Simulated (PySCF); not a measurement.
In(H)(SiH3)2 (H7InSi2), SMILES [SiH3][InH][SiH3].

The structure is a stationary point at PBE-D3(BJ)/def2-SVP. The structure was generated by enumeration; whether it is a known compound was not checked. The def2 effective core potentials stand for the cores of In; spin–orbit coupling is left out.

Level of theory: TDA-PBE/def2-SVPD (PySCF).

Vertical excitations. The molecule is in vacuum.

### Question
Give excitation energies, oscillator strengths and character. (Estimate from the structure and the level; the computed values follow.)

### Answer

```tsv
state	energy (eV)	λ (nm)	f	main pairs
S1	3.30	376	0.000	HOMO→LUMO 99 %
S2	3.74	332	0.002	HOMO−1→LUMO 99 %
S3	5.32	233	0.001	HOMO−2→LUMO 98 %
S4	5.35	232	0.075	HOMO−3→LUMO 58 %, HOMO→LUMO+1 36 %
S5	5.43	228	0.003	HOMO−5→LUMO 98 %
S6	5.54	224	0.003	HOMO−4→LUMO 78 %, HOMO−1→LUMO+1 18 %
S7	5.66	219	0.259	HOMO→LUMO+1 27 %, HOMO→LUMO+4 26 %, HOMO−3→LUMO 24 %, HOMO→LUMO+2 14 %
S8	5.72	217	0.072	HOMO→LUMO+2 79 %
S9	5.77	215	0.005	HOMO−1→LUMO+1 47 %, HOMO→LUMO+3 32 %, HOMO−4→LUMO 12 %
S10	5.86	212	0.040	HOMO→LUMO+3 57 %, HOMO−1→LUMO+2 22 %, HOMO−1→LUMO+1 13 %
T1	2.81	441	0	HOMO→LUMO 100 %
T2	3.33	373	0	HOMO−1→LUMO 100 %
T3	4.52	274	0	HOMO→LUMO+1 99 %
T4	4.98	249	0	HOMO−1→LUMO+1 91 %
```
Triplets are in the Tamm–Dancoff approximation.
